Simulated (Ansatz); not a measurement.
Molecule: Ag2, net charge 0, singlet state. 
Geometry from a B3LYP-D3(BJ)/def2-TZVP (Ansatz, a first-principles code) optimisation:
```
Ag
Ag 1 2.5966
```
Charge 0, spin multiplicity 1.

Total electronic energies in hartree. Valence correlation only, unless marked. No spin-orbit coupling. The frozen core is the preceding noble-gas configuration, with the filled d and f shells of earlier blocks. Past Kr the def2 sets carry scalar-relativistic core potentials. CBS marks a two-point X^-3 extrapolation of the correlation energy; Hartree-Fock from the larger set. The bracket is a focal-point correction in the basis named.

| level | program | energy (Eh) |
|---|---|---|
| PBE-D3(BJ)/def2-TZVPD | Ansatz + dftd3 | -294.03309 |
| BLYP-D3(BJ)/def2-TZVPD | Ansatz + dftd3 | -293.95213 |
| r2SCAN/def2-TZVPD | Ansatz | -294.09654 |
| B3LYP-D4/def2-TZVPD | Ansatz + dftd4 | -294.11694 |
| PBE0-D4/def2-TZVP | Ansatz + dftd4 | -293.99039 |
| MP2/def2-TZVPP | Ansatz | -293.06250 |
| CCSD/def2-TZVPP | Ansatz | -292.99748 |
| RI-MP2/CBS(def2-TZVPP,def2-QZVPP)+[CCSD(T)-MP2]/def2-QZVPP | Ansatz | -293.1574 |
| CCSD(T)/CBS(def2-TZVPPD,def2-QZVPPD) | Ansatz | -293.1545 |

Totals of different functionals don't rank their quality; only differences between species are comparable.
